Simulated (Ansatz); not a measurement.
`BrBB1C=C1` + H₂ → `BB1C=C1` + HBr at 500 K and 1 bar (hydrogenolysis of a B–Br bond).

Isolated molecules relaxed with PBE0-D4/def2-TZVP in Ansatz; ΔE leaves out vibrations. CBS: MP2 limit from def2 TZ/QZ plus the TZ coupled-cluster correction, frozen cores. This one scheme is used for every species. For Br outer-core shells are correlated without core-valence functions, which leaves a few kJ/mol of doubt a bond. Scalar relativity is left out up to krypton. Each species was taken in one conformer, which may not be the lowest.

```csv
species,CCSD(T)/CBS energy (Eh),H − E (kJ/mol),S (J/(mol·K))
`BrBB1C=C1`,-2700.77914,162.7,382.7
H₂,-1.17544,41.0,145.5
`BB1C=C1`,-128.00789,175.1,324.3
HBr,-2573.91920,30.5,213.7
```

H − E and S are ideal-gas, rigid-rotor, harmonic terms from PBE0-D4/def2-TZVP, for one conformer and one mirror image of each species. For small species the MP2-based limit differs from directly extrapolated CCSD(T) by up to some mEh (0.8 for H₂); such offsets cancel only in part. 1 Eh = 2625.50 kJ/mol, R = 8.31446 J/(mol·K).

Problem. By hand: ΔE, ΔH, ΔS and ΔG.

Solution. ΔE = (-128.00789) + (-2573.91920) − (-2700.77914) − (-1.17544) = 0.02749 Eh = 72.2 kJ/mol. Δ(H − E) = 175.1 + 30.5 − 162.7 − 41.0 = 1.9, so ΔH = 74.1 kJ/mol. ΔS = 324.3 + 213.7 − 382.7 − 145.5 = 9.8 J/(mol·K). ΔG = 74.1 − 500 × (9.8)/1000 = 69.2 kJ/mol.

Problem. By hand: the equilibrium constant, and the temperature at which ΔG would vanish if ΔH and ΔS stayed fixed.

Solution. log₁₀ K = −ΔG/(RT ln 10) = -7.2. ΔG = 0 at ΔH/ΔS = 7561 K, far beyond where these terms or the molecules hold.

The number of gas molecules stays the same, so ΔS is small and ΔH decides. A doubt of 5 kJ/mol in ΔE shifts log₁₀ K by 0.5 here. Other conformers and mirror images would add mixing entropy, several J/(mol·K) or more a flexible species. These are equilibria of isolated gas molecules and say nothing of rates. Largest T1 diagnostic: 0.013 (customary marks: 0.02 for closed shells, 0.045 for open ones).
